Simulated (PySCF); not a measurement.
SMILES s1c(/C=C\c2ccccc2)ccc1 (C₁₂H₁₀S) at its GFN2-xTB optimised geometry (Å):

```
23

C     -1.7107    -0.0224    -0.0054
C     -2.5611     0.7286     0.7070
C     -2.2524     1.6369     1.7805
C     -1.1744     1.6940     2.6238
C     -1.2814     2.7052     3.5974
C     -2.4376     3.4126     3.4989
S     -3.4292     2.8483     2.2170
C     -0.2497     0.0009     0.0266
C      0.4618    -1.1977     0.0000
C      1.8442    -1.1977     0.0000
C      2.5395    -0.0002     0.0000
C      1.8428     1.1979    -0.0021
C      0.4615     1.2004     0.0130
H     -2.1334    -0.7360    -0.7025
H     -3.6195     0.6417     0.4929
H     -0.3403     1.0195     2.5566
H     -0.5292     2.8970     4.3419
H     -2.7721     4.2344     4.1002
H     -0.0789    -2.1338    -0.0039
H      2.3815    -2.1351    -0.0068
H      3.6195     0.0004    -0.0065
H      2.3803     2.1350    -0.0180
H     -0.0793     2.1351     0.0011
```

Calculation: CAM-B3LYP/def2-SVP in PySCF 2.14.0. Cells within 0.4 Å of a nucleus heavier than hydrogen are left out (blank, or x).

Map of the HOMO amplitude (bohr^(-3/2)) on the plane z = 0.0 Å; orbital energy -7.02 eV, overall sign arbitrary:

```
|555555555555555555555555555|
|555555555555555555555555555|
|555555555555555555555555555|
|555555555555555555555555555|
|555555555555555555555555555|
|555555555555555555555555555|
|555555555555555555555555555|
|555555555555555555555555555|
|555555555555555555555555555|
|555555444455554555555555555|
|55555543234555x55x555555555|
|55555542113456x55x555555555|
|555555531024666555555555555|
|555556655xx6xx5555xx5555555|
|555555667996544555555555555|
|55555566777654x56x555555555|
|55555556666654x66x555555555|
|555555555665555555555555555|
|555555555555555555555555555|
|555555555555555555555555555|
|555555555555555555555555555|
|555555555555555555555555555|
|555555555555555555555555555|
|555555555555555555555555555|
|555555555555555555555555555|
|555555555555555555555555555|
|555555555555555555555555555|
```
Scale: ten equal steps from -0.116 (start of '0') to 0.091 (end of '9'), in the order '0123456789'; x runs from -6.00 to 6.00, y from -6.00 (bottom) to 6.00 (top).
